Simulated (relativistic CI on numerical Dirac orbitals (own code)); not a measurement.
**Radial parameters of Sc⁴⁺**

Computed by Dirac-Coulomb-Breit CI, separate exchange-only KLI orbitals for each configuration, a model potential for QED, valence Slater integrals scaled by 0.85, P86 correlation energy added to each configuration (own radial code, finite nucleus).

Slater integrals F^k, G^k are unscaled and averaged over j, outside the closed core [Ne]; ζ comes from projecting the Hamiltonian with its Breit term on Σ l·s of the shell.

- 3s2 3p5: ζ(3p) = 2911.7 cm⁻¹; <r>(3p) = 1.094, <r^2>(3p) = 1.389 (bohr units).
- 3s2 3p4 3d: F^2(3p,3p) = 92109, ζ(3p) = 2950.8, F^2(3p,3d) = 84414, G^1(3p,3d) = 104640, G^3(3p,3d) = 64371, ζ(3d) = 115.51 cm⁻¹; <r>(3p) = 1.091, <r^2>(3p) = 1.381, <r>(3d) = 1.213, <r^2>(3d) = 1.767 (bohr units).
- 3s 3p5 3d: G^1(3s,3p) = 124400, ζ(3p) = 2945.4, G^2(3s,3d) = 80843, F^2(3p,3d) = 84411, G^1(3p,3d) = 104630, G^3(3p,3d) = 64362, ζ(3d) = 125.26 cm⁻¹; <r>(3s) = 1.033, <r^2>(3s) = 1.222, <r>(3p) = 1.091, <r^2>(3p) = 1.381, <r>(3d) = 1.212, <r^2>(3d) = 1.766 (bohr units).

Averages of the first 10 configurations, taken without configuration mixing, which lowers the lowest level and can move excited configurations by several eV; other configurations of the list can lie among them:

```
Configuration  Parity  States  Average energy above the lowest level (eV)
      3s2 3p5     odd       6                                         2.7
       3s 3p6    even       2                                        30.9
   3s2 3p4 3d    even     150                                        36.8
    3s 3p5 3d     odd     120                                        63.1
   3s2 3p4 4s    even      30                                        52.7
   3s2 3p4 4p     odd      90                                        59.2
   3s2 3p4 4d    even     150                                        68.4
       3p6 3d    even      10                                        93.7
   3s2 3p4 5s    even      30                                        72.5
   3s2 3p4 4f     odd     210                                        74.3
```
